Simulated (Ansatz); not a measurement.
The cluster Cs₃F₃⁺. Charge 1, multiplicity 2. Geometry PBE0-D4/def2-SVP.

Cartesian coordinates in Å:
```
Cs 0.656 2.356 1.328
Cs -2.223 -0.138 -2.834
Cs 1.238 -2.240 1.090
F -0.582 -1.008 -0.808
F 1.605 0.098 2.040
F -0.692 0.932 -0.816
```

In the def2 sets Cs takes a core potential; there is no spin–orbit coupling. LC-ωPBE has ω = 0.4 bohr⁻¹. In the doublet, F4 and F6 lie 1.94 Å apart (atoms count from 1), so these atoms are partly bonded to each other. The structure comes from a short search, and lower isomers may exist.

Q: Estimate the α-spin orbital energies around the gap (eV) in Ansatz with PBE-D4/def2-TZVP, r2SCAN-D4/def2-TZVP, PBE0-D4/def2-TZVP, LC-ωPBE/def2-TZVP, ωB97M-V/def2-TZVP.

A: 
```
orbital  PBE-D4/def2-TZVP  r2SCAN-D4/def2-TZVP  PBE0-D4/def2-TZVP  LC-ωPBE/def2-TZVP  ωB97M-V/def2-TZVP
 HOMO−5            -10.69               -11.23             -12.88             -15.67             -15.46
 HOMO−4            -10.48               -11.06             -12.74             -15.58             -15.39
 HOMO−3            -10.25               -10.97             -12.64             -15.35             -14.97
 HOMO−2             -8.71                -8.89             -10.37             -13.18             -12.87
 HOMO−1             -8.65                -8.82             -10.29             -13.08             -12.78
   HOMO             -8.64                -8.76             -10.20             -12.88             -12.60
   LUMO             -4.02                -3.25              -3.51              -2.34              -2.89
 LUMO+1             -3.33                -2.57              -2.79              -1.75              -2.25
 LUMO+2             -3.11                -2.40              -2.62              -1.75              -2.20
 LUMO+3             -2.52                -2.00              -2.17              -1.55              -1.99
 LUMO+4             -2.50                -1.93              -2.05              -1.34              -1.74
 LUMO+5             -2.46                -1.91              -1.99              -1.19              -1.60
 β HOMO             -8.61                -8.76             -10.20             -12.88             -12.60
 β LUMO             -8.31                -7.96              -6.84              -4.63              -4.72
```
